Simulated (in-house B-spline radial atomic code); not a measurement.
## BSE on G0W0@HF excitations of N VI (N5+)

Method: BSE on G0W0@HF. Computed with an all-electron radial atomic-structure program (B-spline basis): linear response of the closed shell 1s2 with a statically screened interaction on G0W0 levels; non-relativistic, point nucleus, no spin-orbit coupling, no double excitations, S, P, D and F terms only.

Command:
```bash
python run_td.py task.json out
```
Settings (radii: box in bohr, nucleus in fm):
```
Z                        7
electrons                2
configuration            1s2
hamiltonian              nr
method                   bse
box_radius               16.35
intervals                47
```

Time taken, with all properties: 8.5 s on 1 thread of Arm Neoverse N1, with other jobs on the host.

The lowest states, in the order of their Tamm-Dancoff energies; the method's threshold (minus the highest G0W0 level) is 551.82 eV. Labels give the largest channel, * marks a mixed state, and oscillator strengths are full-response dipole values. Energies in eV:

```csv
state,full response,Tamm-Dancoff,oscillator strength
1s → 2s 3S,419.45,419.51,-
1s → 2p 3P,425.88,425.90,-
1s → 2s 1S,426.62,426.69,-
1s → 2p 1P,?,?,?
1s → 3s 3S,494.68,494.70,-
1s → 3p 3P,496.41,496.42,-
1s → 3s 1S,496.54,496.56,-
1s → 3d 3D,497.34,497.34,-
1s → 3d 1D,497.40,497.40,-
1s → 3p 1P,497.75,497.76,0.144
1s → 4s 3S,520.09,520.10,-
1s → 4p 3P,520.80,520.80,-
1s → 4s 1S,520.84,520.85,-
1s → 4d 3D,?,?,-
1s → 4f 3F,521.20,521.20,-
1s → 4f 1F,521.20,521.20,-
```

**Question.** Where does 1s → 4d 3D lie?

**Answer.** At 521.18 eV in full response, 521.18 eV in Tamm-Dancoff.

**Question.** Where does 1s → 2p 1P lie?

**Answer.** At 430.77 eV in full response, 430.80 eV in Tamm-Dancoff, oscillator strength 0.667.

**Question.** How large is the singlet-triplet splitting of 1s → 2s (S terms) in Tamm-Dancoff?

**Answer.** 7.18 eV, from the unrounded values.

**Question.** What polarisabilities and dispersion coefficient does the method give?

**Answer.** Dipole 0.004634 bohr³, quadrupole 0.0003815 bohr⁵, C6 0.0002997 hartree·bohr⁶ for two such species.
